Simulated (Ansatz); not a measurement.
`OB(F)[NH][AlH2]` + `C=NCF` → `C=NB(O)F` + `FC[NH][AlH2]`  (formal exchange of groups at a B–N bond)

Isolated molecules relaxed with PBE0-D4/def2-TZVP in Ansatz; ΔE leaves out vibrations. CCSD(T)/CBS adds triple-zeta CCSD(T) − MP2 to the extrapolated MP2 energy (def2 sets, frozen cores). DFT in def2-TZVPP. Each species was taken in one conformer, which may not be the lowest.

Question: Is it downhill or uphill in electronic energy at CCSD(T)/CBS, and by how much? (An estimate is asked.)

Answer: Computed: Uphill: ΔE = +0.59 eV.

Question: What do these levels give: revPBE-D4, CCSD(T)/def2-SVP, MP2/def2-TZVPP, CCSD(T)/def2-TZVPP, MP2/def2-QZVPP, HF/CBS(def2)? (Estimate.)

Answer: Ansatz gave: revPBE-D4 0.51, CCSD(T)/def2-SVP 0.60, MP2/def2-TZVPP 0.59, CCSD(T)/def2-TZVPP 0.60, MP2/def2-QZVPP 0.59, HF/CBS(def2) 0.60 eV.

Largest T1 diagnostic among the species: 0.013.

From PBE to PBE0 (25 % exact exchange), in def2-TZVPP and without D4, ΔE moves by +0.04 eV. Leaving LDA and LC-ωPBE aside and taking each functional with its dispersion term where it has one, the values, not all of them listed here, spread over 0.11 eV, from BLYP-D4 to r2SCAN0-D4. LDA lies +0.05 eV from PBE without D4.
